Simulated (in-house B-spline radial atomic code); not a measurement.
Results of a calculation; reference values are marked as such.
## Correlation energy from the adiabatic connection: −Z exp(−kr)/r, Z = 1.98, k = 0.541

Two electrons in a singlet, external potential −Z exp(−kr)/r, Z = 1.98, k = 0.541 (atomic units). Full CI in B-splines (partial waves to l = 8, correlation up to 0.6 % small) with the density held fixed gives W(λ) = <V_ee>_λ − U, and E_c is the integral of W(λ) − W(0) from 0 to 1.

```
   λ  W(λ) − W(0) (hartree)
   0                0.00000
0.02               -0.00205
0.05               -0.00508
0.12               -0.01196
0.25               -0.02410
 0.4               -0.03713
 0.6               -0.05308
 0.8               -0.06757
   1               -0.08079
```

(1) Integrate the table by the trapezoid rule.

(2) Now use only three numbers: W(0) = -0.90374, the initial slope W'(0) = -0.1029 (extrapolated from the first points) and the strong-coupling limit of the point-charge-plus-continuum model, W∞ = -1.3008. What do second-order theory and the interpolation W(λ) = W∞ + (W(0) − W∞)/√(1 + 2χλ) of Seidl, Perdew and Levy give?

Results:

(1) The strips give -0.00002, -0.00011, -0.00060, -0.00234, -0.00459, -0.00902, -0.01207, -0.01484, which sum to -0.04358 hartree. The direct value, W(1) − W(0) + T_c with T_c = 0.03712, is -0.04367; the curve is convex, so chords lie above it and the trapezoids fall short in size by 0.21 %.

(2) Second order keeps the slope alone: E_c = W'(0)/2 = -0.05145, +18 % in size against -0.04367. Matching the slope fixes χ = W'(0)/(W∞ − W(0)) = -0.1029/(-0.39706) = 0.25915. Integrating, with s = √(1 + 2χ) = 1.232197, E_c = −(W(0) − W∞)(s − 1)/(s + 1) = −0.39706 × 0.232197/2.232197 = -0.04130 hartree, -5.4 % in size against the full result. At λ = 1 the formula gives W − W(0) = -0.07482 against -0.08079. Part of the miss can come from the model's W∞.
